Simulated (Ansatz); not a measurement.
Consider the formal exchange of groups at the Si–Cl bond: `O[Si@H](Cl)C[Si@@H](O)F` + `CC(O)F` → `O[SiH](O)C[SiH](O)F` + `CC(F)Cl`.

Calculated with Ansatz (gas phase, PBE0-D4/def2-TZVP geometries, no zero-point term in ΔE). CCSD(T)/CBS adds triple-zeta CCSD(T) − MP2 to the extrapolated MP2 energy (def2 sets, frozen cores). DFT in def2-TZVPP. B3LYP here is the variant with VWN-RPA as its local correlation; programs differ in this. Each species was taken in one conformer, which may not be the lowest.

(1) Is it downhill or uphill in electronic energy at CCSD(T)/CBS, and by how much? (Estimate.)

(2) What do these levels give: r2SCAN-D4, B3LYP-D4, B2PLYP, HF/def2-TZVPP, SCS-MP2/def2-TZVPP, HF/CBS(def2)? (Estimate.)

Largest T1 diagnostic among the species: 0.012.

## Answers

(1) The calculation gave: Downhill: ΔE = -3.8 kJ/mol.

(2) Computed: r2SCAN-D4 -1.6, B3LYP-D4 -2.7, B2PLYP -3.1, HF/def2-TZVPP 9.4, SCS-MP2/def2-TZVPP -3.8, HF/CBS(def2) 8.8 kJ/mol.

In def2-TZVPP, CCSD(T) changes the Hartree–Fock value by −12.7 kJ/mol (the triples alone add −2.1 kJ/mol) and MP2 by −14.0 kJ/mol.
